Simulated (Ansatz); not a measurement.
Program: Ansatz. Geometries: PBE0-D4/def2-TZVP. ΔE: electronic, gas phase. CCSD(T)/CBS adds triple-zeta CCSD(T) − MP2 to the extrapolated MP2 energy (def2 sets, frozen cores). This one scheme is used for every species. Functionals use def2-TZVPP. Elements past krypton have def2 core potentials. For I outer-core shells are correlated without core-valence functions, which leaves a few kJ/mol of doubt a bond. One conformer a species, not always the lowest.

Consider the ligand exchange at a B–C bond: `CB(F)CI` + `C=N` → `C=NB(C)F` + `CI`.

CCSD(T)/CBS gives -14.4 kcal/mol.

Question: Another level gave -17.2 kcal/mol. Which?
A. CAM-B3LYP/def2-TZVPP
B. B2PLYP/def2-TZVPP
C. MP2/def2-TZVPP
D. PBE-QIDH/def2-TZVPP

Answer: B. B2PLYP -17.2, PBE-QIDH -15.8, MP2/def2-TZVPP -14.5, CAM-B3LYP -18.8 kcal/mol.

Largest T1 diagnostic among the species: 0.013.

Leaving LDA and LC-ωPBE aside and taking each functional with its dispersion term where it has one, the values, not all of them listed here, spread over 2.2 kcal/mol, from CAM-B3LYP-D4 to PBE-QIDH. LDA lies −1.2 kcal/mol from PBE without D4. The D4 term adds +1.4 kcal/mol with B3LYP and +0.8 kcal/mol with PBE0; it sums over pairs of atoms, weighted by their polarisabilities, and B3LYP, whose exchange is more repulsive, gets the larger term. At CCSD(T), def2-SVP lies −2.8 kcal/mol from the extrapolated value and def2-TZVPP +0.2 kcal/mol.

CCSD(T)/CBS has its own doubt, a few kJ/mol and more with outer-core shells, so smaller differences from it don't rank the levels.

B3LYP here is the variant with VWN-RPA as its local correlation; programs differ in this.
